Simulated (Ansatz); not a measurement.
`N[SiH2]SS` at its PBE0-D4/def2-TZVP geometry, where that method's forces vanish. The species carries charge 0 and has multiplicity 1.

```json
{"atom": "N1", "x (Å)": "-0.987", "y (Å)": "-0.083", "z (Å)": "1.036"}
{"atom": "Si2", "x (Å)": "-0.756", "y (Å)": "0.021", "z (Å)": "-0.652"}
{"atom": "S3", "x (Å)": "1.121", "y (Å)": "-0.713", "z (Å)": "-1.422"}
{"atom": "S4", "x (Å)": "2.338", "y (Å)": "0.626", "z (Å)": "-0.428"}
{"atom": "H5", "x (Å)": "-1.064", "y (Å)": "-0.976", "z (Å)": "1.495"}
{"atom": "H6", "x (Å)": "-0.569", "y (Å)": "0.608", "z (Å)": "1.638"}
{"atom": "H7", "x (Å)": "-0.865", "y (Å)": "1.450", "z (Å)": "-1.020"}
{"atom": "H8", "x (Å)": "-1.755", "y (Å)": "-0.838", "z (Å)": "-1.338"}
{"atom": "H9", "x (Å)": "2.537", "y (Å)": "-0.095", "z (Å)": "0.692"}
```

Q: For each bond, give half the difference of the two atoms' forces along it (eV/Å; positive pushes the atoms apart) under PBE-D4, r2SCAN-D4, B3LYP-D4, ωB97M-V in def2-TZVPP. (An estimate is asked.)

A: Ansatz gave: 
```json
{"bond": "N1–Si2", "length (Å)": "1.706", "PBE-D4": "0.10", "r2SCAN-D4": "0.01", "B3LYP-D4": "0.10", "ωB97M-V": "0.11"}
{"bond": "N1–H5", "length (Å)": "1.007", "PBE-D4": "0.19", "r2SCAN-D4": "0.02", "B3LYP-D4": "-0.01", "ωB97M-V": "-0.03"}
{"bond": "N1–H6", "length (Å)": "1.007", "PBE-D4": "0.19", "r2SCAN-D4": "0.02", "B3LYP-D4": "-0.02", "ωB97M-V": "-0.02"}
{"bond": "Si2–S3", "length (Å)": "2.157", "PBE-D4": "0.07", "r2SCAN-D4": "0.05", "B3LYP-D4": "0.13", "ωB97M-V": "0.02"}
{"bond": "Si2–H7", "length (Å)": "1.480", "PBE-D4": "0.05", "r2SCAN-D4": "-0.03", "B3LYP-D4": "-0.12", "ωB97M-V": "-0.15"}
{"bond": "Si2–H8", "length (Å)": "1.485", "PBE-D4": "0.06", "r2SCAN-D4": "-0.03", "B3LYP-D4": "-0.14", "ωB97M-V": "-0.15"}
{"bond": "S3–S4", "length (Å)": "2.065", "PBE-D4": "0.30", "r2SCAN-D4": "0.16", "B3LYP-D4": "0.39", "ωB97M-V": "0.17"}
{"bond": "S4–H9", "length (Å)": "1.346", "PBE-D4": "0.27", "r2SCAN-D4": "0.02", "B3LYP-D4": "-0.04", "ωB97M-V": "-0.13"}
```

B3LYP here is the variant with VWN-RPA as its local correlation; programs differ in this.
